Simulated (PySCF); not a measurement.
Isomerisation enthalpies of C6H6O2

**The experiment to reproduce.**

CRC Handbook of Chemistry and Physics lists, for the gas at 298.15 K: enthalpy of formation of `Oc1cccc(O)c1` (resorcinol) -274.7 kJ/mol; enthalpy of formation of `Oc1ccc(O)cc1` (hydroquinone) -265.3 kJ/mol.

How close the calculation comes is told at the end.

Differences of these values give the isomerisation enthalpies. Geometries: GFN2-xTB; runs in PySCF, gas phase, with a dispersion term only where the level names one. Total electronic energies (Eh):

| SMILES | PBE0/pcSseg-1 | PBE0/def2-SVPD |
| --- | --- | --- |
| Oc1cccc(O)c1 | -382.21955 | -382.01127 |
| Oc1ccc(O)cc1 | -382.21604 | -382.00771 |

Zero-point and thermal terms are left out, so the computed numbers are electronic energies.

## Comparison

Relative to `Oc1cccc(O)c1`, the lowest by measurement, in kJ/mol (measured: enthalpies at 298.15 K; computed: electronic energies):

```json
{"SMILES": "Oc1cccc(O)c1", "measured": "0.0", "PBE0/pcSseg-1": "0.0", "PBE0/def2-SVPD": "0.0"}
{"SMILES": "Oc1ccc(O)cc1", "measured": "9.4", "PBE0/pcSseg-1": "9.2", "PBE0/def2-SVPD": "9.3"}
```

Measured values: -274.7 kJ/mol (298.15 K; CRC Handbook of Chemistry and Physics) for the first row; the others come from the same table. Unsigned miss: PBE0/def2-SVPD 0.1, PBE0/pcSseg-1 0.2 kJ/mol. One conformer stands for `Oc1cccc(O)c1`, not necessarily the lowest, while the measurement averages over conformers. Where a level misses, the cause wasn't examined.

The values belong to the conformer `[OH:1][c:2]1[cH:3][cH:4][cH:5][c:6]([OH:7])[cH:8]1`: H–O1–C2–C3 0°, H–O7–C6–C5 0°.
